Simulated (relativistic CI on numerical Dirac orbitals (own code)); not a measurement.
Line list: Electric-dipole lines, Xe26+

Calculated at this level of theory: Dirac-Coulomb-Breit CI, separate exchange-only KLI orbitals for each configuration, model QED, unscaled Slater integrals (own radial code, finite nucleus).

Configurations in the expansion (outside the closed core [Ne]): 3s²3p⁶3d¹⁰, 3s²3p⁶3d⁹4s, 3s²3p⁶3d⁹4p, 3s²3p⁶3d⁹4d, 3s²3p⁶3d⁹4f, 3s²3p⁵3d¹⁰4s, 3s²3p⁶3d⁸4s², 3s²3p⁵3d¹⁰4p, 3s²3p⁶3d⁸4s4p, 3s²3p⁶3d⁹5s, 3s²3p⁶3d⁸4p², 3s²3p⁶3d⁹5p, 3s²3p⁶3d⁸4s4d, 3s²3p⁵3d¹⁰4d, 3s3p⁶3d¹⁰4s, 3s²3p⁶3d⁹5d, 3s²3p⁶3d⁸4p4d, 3s²3p⁵3d⁹4s², 3s²3p⁶3d⁹5f, 3s3p⁶3d¹⁰4p, 3s²3p⁵3d¹⁰4f, 3s²3p⁶3d⁹5g, 3s²3p⁶3d⁸4d², 3s²3p⁵3d⁹4s4p, 3s²3p⁶3d⁹6s, 3s²3p⁶3d⁹6p, 3s²3p⁵3d⁹4p², 3s3p⁶3d¹⁰4d, 3s²3p⁶3d⁹6d, 3s²3p⁵3d⁹4s4d, 3s3p⁶3d⁹4s², 3s²3p⁵3d¹⁰5s, 3s²3p⁵3d⁹4p4d, 3s²3p⁵3d¹⁰5p, 3s3p⁶3d⁹4s4p, 3s²3p⁴3d¹⁰4s². Levels of other configurations are missing.

| λ vac (Å) | Lower | Upper | A (s⁻¹) | log gf | S velocity/length |
| --- | --- | --- | --- | --- | --- |
| 11.271 | 3s²3p⁶3d¹⁰ ¹S0 [1] | 3s²3p⁶3d⁹5f ¹P°1 [149] | 3.54e+13 | 0.31 | 0.91 |
| 12.239 | 3s²3p⁶3d¹⁰ ¹S0 [1] | 3s²3p⁵3d¹⁰4d ¹P°1 [91] | 1.15e+13 | -0.11 | 0.97 |
| 14.207 | 3s²3p⁶3d¹⁰ ¹S0 [1] | 3s²3p⁶3d⁹4f ¹P°1 [57] | 6.37e+13 | 0.76 | 0.93 |
| 37.480 | 3s²3p⁶3d⁹4d ³G4 [19] | 3s²3p⁶3d⁹5f ³H°5 [122] | 1.09e+12 | 0.40 | 0.99 |
| 37.822 | 3s²3p⁶3d⁹4d ³G5 [23] | 3s²3p⁶3d⁹5f ³H°6 [121] | 1.16e+12 | 0.51 | 0.99 |
| 47.843 | 3s²3p⁶3d⁹4p ³F°3 [7] | 3s²3p⁵3d¹⁰4p ³D2 [59] | 8.18e+11 | 0.15 | 0.89 |
| 47.861 | 3s²3p⁶3d⁹4p ³F°4 [10] | 3s²3p⁵3d¹⁰4p ³D3 [62] | 7.78e+11 | 0.27 | 0.89 |
| 47.870 | 3s²3p⁶3d⁹4s ³D3 [2] | 3s²3p⁵3d¹⁰4s ³P°2 [48] | 8.08e+11 | 0.14 | 0.88 |
| 48.791 | 3s²3p⁶3d⁹4f ³H°6 [39] | 3s²3p⁶3d⁹5g ³I7 [146] | 2.60e+12 | 1.14 | 0.99 |
| 48.811 | 3s²3p⁶3d⁹4f ³H°4 [51] | 3s²3p⁶3d⁹5g ³I5 [159] | 2.53e+12 | 1.00 | 0.99 |
| 48.849 | 3s²3p⁶3d⁹4f ³H°5 [40] | 3s²3p⁶3d⁹5g ¹I6 [145] | 2.53e+12 | 1.07 | 0.99 |
| 49.002 | 3s²3p⁶3d⁹4f ¹H°5 [52] | 3s²3p⁶3d⁹5g ³I6 [161] | 2.58e+12 | 1.08 | 0.99 |
| 49.017 | 3s²3p⁶3d⁹4f ³F°2 [53] | 3s²3p⁶3d⁹5g ³G3 [162] | 2.12e+12 | 0.73 | 0.98 |
| 49.254 | 3s²3p⁶3d⁹4f ¹G°4 [44] | 3s²3p⁶3d⁹5g ¹H5 [147] | 1.81e+12 | 0.86 | 0.99 |
| 49.274 | 3s²3p⁶3d⁹4f ³G°4 [55] | 3s²3p⁶3d⁹5g ³H5 [165] | 2.36e+12 | 0.98 | 0.99 |
| 49.341 | 3s²3p⁶3d⁹4f ³G°5 [45] | 3s²3p⁶3d⁹5g ³H6 [148] | 2.29e+12 | 1.04 | 0.99 |
| 49.422 | 3s²3p⁶3d⁹4f ³F°4 [43] | 3s²3p⁶3d⁹5g ³G5 [143] | 1.12e+12 | 0.66 | 1.00 |
| 49.639 | 3s²3p⁶3d⁹4f ¹F°3 [46] | 3s²3p⁶3d⁹5g ¹G4 [144] | 1.66e+12 | 0.74 | 0.99 |
| 117.61 | 3s²3p⁶3d⁹4p ³P°2 [6] | 3s²3p⁶3d⁹4d ³D2 [20] | 1.22e+11 | 0.10 | 0.92 |
| 118.80 | 3s²3p⁶3d⁹4p ³F°2 [8] | 3s²3p⁶3d⁹4d ³G3 [29] | 1.43e+11 | 0.33 | 1.04 |
| 119.46 | 3s²3p⁶3d⁹4p ³F°3 [7] | 3s²3p⁶3d⁹4d ³G4 [19] | 1.53e+11 | 0.47 | 1.04 |
| 132.18 | 3s²3p⁶3d⁹4d ³G4 [19] | 3s²3p⁶3d⁹4f ³H°5 [40] | 1.17e+11 | 0.53 | 1.06 |
| 136.84 | 3s²3p⁶3d⁹4d ³G5 [23] | 3s²3p⁶3d⁹4f ³H°6 [39] | 1.11e+11 | 0.61 | 1.06 |
| 139.01 | 3s²3p⁶3d⁹4p ³D°3 [13] | 3s²3p⁶3d⁹4d ³F4 [26] | 8.52e+10 | 0.35 | 1.01 |
| 139.19 | 3s²3p⁶3d⁹4p ³F°3 [15] | 3s²3p⁶3d⁹4d ³G4 [32] | 1.17e+11 | 0.49 | 1.04 |
| 139.30 | 3s²3p⁶3d⁹4p ³F°4 [10] | 3s²3p⁶3d⁹4d ³G5 [23] | 1.17e+11 | 0.57 | 1.06 |
| 166.03 | 3s²3p⁶3d⁹4s ³D3 [2] | 3s²3p⁶3d⁹4p ³D°3 [13] | 3.37e+10 | -0.01 | 0.92 |
| 172.25 | 3s²3p⁶3d⁹4s ¹D2 [3] | 3s²3p⁶3d⁹4p ¹D°2 [11] | 4.25e+10 | -0.02 | 0.92 |
| 173.05 | 3s²3p⁶3d⁹4s ³D2 [5] | 3s²3p⁶3d⁹4p ³F°3 [15] | 4.97e+10 | 0.19 | 1.07 |
| 173.35 | 3s²3p⁶3d⁹4s ³D3 [2] | 3s²3p⁶3d⁹4p ³F°4 [10] | 4.96e+10 | 0.30 | 1.09 |

Terms are leading LS components. Brackets give the number of a level in order of energy, since labels repeat. The list gives strong lines, with weight on those to low levels, among the lowest 400 of 2327 levels, so that lines to higher ones, which can be the strongest, are missing. Levels whose partners in the same complex of configurations lie outside the list can be far off, and so can their lines. Rates are taken at the computed energies, electric ones in the length gauge. A velocity-to-length ratio far from 1 marks an uncertain rate.

At this charge energies of transitions that change n are usually good to better than 1 %, and those within a shell (Δn = 0) to a few per cent.

(1) From the table, what is the radiative lifetime of 3s²3p⁶3d⁹5f ¹P°1?

Results:

(1) The listed rates from this level add up to about 3.54e+13 s⁻¹, 97 % of its decay; with all channels τ = 2.75e-14 s.

LS names give the leading component of a level, which can be under half, so a name can repeat, a term be missing and a line seem to break the LS rules.
